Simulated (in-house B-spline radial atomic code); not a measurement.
Values are calculated unless marked as measured or tabulated.
## He ion on C atom: potential, deflection and energy transfer

The pair potential comes from two frozen, spherical free-atom densities (PBE, B-spline radial code, scalar-relativistic past argon): electrostatics plus the change in Thomas-Fermi kinetic and Dirac exchange energy where they overlap, the recipe behind the universal ZBL potential, which averages such potentials (from solid-state densities) over many pairs. It is written V = (Z1 Z2 e²/r) φ(r/a), with e² = 14.3996 eV·Å and a = 0.46850 Å/(Z1^0.23 + Z2^0.23); ZBL's fit is φ = 0.18175 e^(−3.1998x) + 0.50986 e^(−0.94229x) + 0.28022 e^(−0.4029x) + 0.02817 e^(−0.20162x). Where φ falls below 4e-4 it is continued as an exponential.

Masses 4.0 and 12.01 u.

```tsv
x = r/a	φ, this pair	φ, ZBL
0.1	0.9147	0.8928
0.25	0.7994	0.7647
0.5	0.6503	0.6096
1	0.4636	0.4164
1.5	0.3444	0.2995
2	0.2572	0.2218
3	0.1463	0.1292
4	0.08933	0.08026
5	0.05841	0.05224
6.5	0.03228	0.02914
8	0.01736	0.01705
10	0.006916	0.008778
12	0.002434	0.00474
14.5	0.0005091	0.002328
```

**Question.** At x = 5 the electrostatic, kinetic and exchange parts are -4.76, 21.44 and -5.13 eV. Find r, V and φ.

**Answer.** a = 0.46850/(1.1728 + 1.5100) = 0.17463 Å, so r = 0.87315 Å. V = -4.76 + 21.44 + (-5.13) = 11.55 eV. The bare repulsion is 2 × 6 × 14.3996/0.87315 = 197.9 eV, so φ = 0.0584, +11.7 % against ZBL's 0.0522. The kinetic (Pauli) term is 186 % of V here, as the other two terms together attract.

**Question.** The ion comes in at 1.319 keV with impact parameter 0.3493 Å. The scattering integral gives a centre-of-mass angle of 11.41° and a closest approach of 2.123 a. What are the reduced energy, the energy passed on and the laboratory angles?

**Answer.** ε = E a M2/(Z1 Z2 e² (M1 + M2)) = 1319 × 7.5812e-04 = 1. The most that one collision can pass on is γE with γ = 4 M1 M2/(M1 + M2)² = 0.7497. Here T = γE sin²(θ/2) = 0.7497 × 1319 × 0.009888 = 9.778 eV. The ion turns by arctan(sin θ/(cos θ + M1/M2)) = 8.6°, and the struck atom leaves at (180° − θ)/2 = 84.3°. The closest approach is 0.371 Å. With ZBL the angle would be 9.88° and T = 7.33 eV.
